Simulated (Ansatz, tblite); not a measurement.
Cost and result up the ladder for the cluster MoPt₃ (4 atoms). Charge 0, multiplicity 1. Geometry: PBE-D4/def2-SVP.

Cartesian coordinates in Å:
```
Mo 0.1763 0.2272 0.2801
Pt 1.7345 0.0398 -1.3157
Pt -0.2864 -1.6820 1.3528
Pt -1.6244 1.4150 -0.3172
```

Ansatz on 4 threads of Arm Neoverse V2 on a shared host; xTB runs through tblite on one thread. Times are rough, summed over both states, and most runs start from the orbitals of an earlier one. RPA@PBE/def2-TZVP serves as the yardstick here, not as an exact answer. The other state is a quintet at its own geometry, which has other bonds, so the gap mixes isomer and spin.

In the def2 sets Mo, Pt take a core potential; there is no spin–orbit coupling. The xTB rows come from tblite. HSE06 is defined as in plane-wave codes, on full-range PBE exchange. Correlated methods freeze no core orbitals; core or outer-core shells of Mo, Pt are correlated, in sets that lack core-valence functions. The order of the spin states hangs on the level: the triplet lies 0.16 eV below the singlet at PBE0-D4/def2-TZVP, but 0.52 eV above it at LDA (SPW92)/def2-TZVP. At PBE0-D4/def2-TZVP a triplet of charge 0 lies 0.52 eV below the quintet, each at its own geometry. The structure comes from a short search, and lower isomers may exist.

Run but left out: HF/def2-TZVP, PBE-QIDH/def2-TZVP, MP2/def2-TZVP (singlet: restricted singlet, unstable towards broken spin symmetry).

Correlated methods converge slowly with the basis.

xTB has no spin-polarisation term.

```tsv
level	functions	quintet − singlet (eV)	difference from RPA@PBE/def2-TZVP (eV)	remarks
PBE-D4/def2-TZVP	160	1.27	0.19	–
r2SCAN-D4/def2-TZVP (with forces)	160	0.83	-0.24	–
ωB97M-V/def2-TZVP	160	-0.07	-1.14	spin-contaminated (⟨S²⟩ 6.16) (quintet)
HSE06-D4/def2-TZVP	160	0.39	-0.68	–
GFN2-xTB	36	1.63	0.55	–
GFN1-xTB	36	2.20	1.13	–
PBE0-D4/def2-TZVP	160	0.36	-0.71	–
LDA (SPW92)/def2-TZVP	160	1.68	0.61	restricted, untested (singlet)
RPA@PBE/def2-TZVP	160	1.07	0.00	–
```

Estimate how long each takes.

GFN1-xTB 0.011 s; GFN2-xTB 0.018 s; LDA (SPW92)/def2-TZVP 5.1 s; PBE-D4/def2-TZVP 8.8 s; HSE06-D4/def2-TZVP 18 s; RPA@PBE/def2-TZVP 19 s; r2SCAN-D4/def2-TZVP (with forces) 22 s; PBE0-D4/def2-TZVP 26 s; ωB97M-V/def2-TZVP 2.3 min. On shared hardware such times vary by a factor of up to 3.
